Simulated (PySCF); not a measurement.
H₇N₃OSi.

```xyz
12

N     -1.0737     1.2537    -0.4792
Si    -0.0141    -0.0088     0.0029
N      1.5604     0.5736     0.4424
N      0.0389    -1.0920    -1.3405
O     -0.6005    -0.7632     1.3783
H     -1.4994     1.9020     0.1720
H     -1.1058     1.5804    -1.4374
H      1.9911     1.2955    -0.1275
H      2.2654    -0.0675     0.7956
H     -0.8210    -1.5561    -1.6210
H      0.8219    -1.7352    -1.4082
H     -0.3315    -0.3372     2.2007
```

Geometry optimised at B3LYP-D3(BJ)/def2-SVP. Other conformers were not sampled.

All values below come from B3LYP/pcSseg-1 in PySCF. Non-relativistic, no solvent.

Computed absolute GIAO shielding of each atom: isotropic value and principal components (ppm):
| atom | σ(iso) | σ11 | σ22 | σ33 | span |
|---|---|---|---|---|---|
| N1 | 239.3 | 199.1 | 245.6 | 273.2 | 74.0 |
| Si2 | 381.9 | 360.4 | 383.4 | 401.9 | 41.5 |
| N3 | 235.5 | 198.6 | 239.8 | 268.1 | 69.5 |
| N4 | 234.6 | 198.8 | 238.2 | 266.9 | 68.1 |
| O5 | 270.1 | 240.7 | 264.5 | 305.2 | 64.5 |
| H6 | 31.2 | 24.3 | 26.8 | 42.6 | 18.3 |
| H7 | 30.8 | 23.7 | 27.2 | 41.5 | 17.8 |
| H8 | 31.2 | 24.6 | 27.1 | 41.9 | 17.3 |
| H9 | 31.2 | 24.6 | 27.1 | 41.8 | 17.3 |
| H10 | 30.8 | 24.0 | 26.9 | 41.6 | 17.6 |
| H11 | 31.3 | 24.7 | 27.3 | 41.8 | 17.1 |
| H12 | 30.1 | 22.6 | 25.6 | 42.1 | 19.5 |
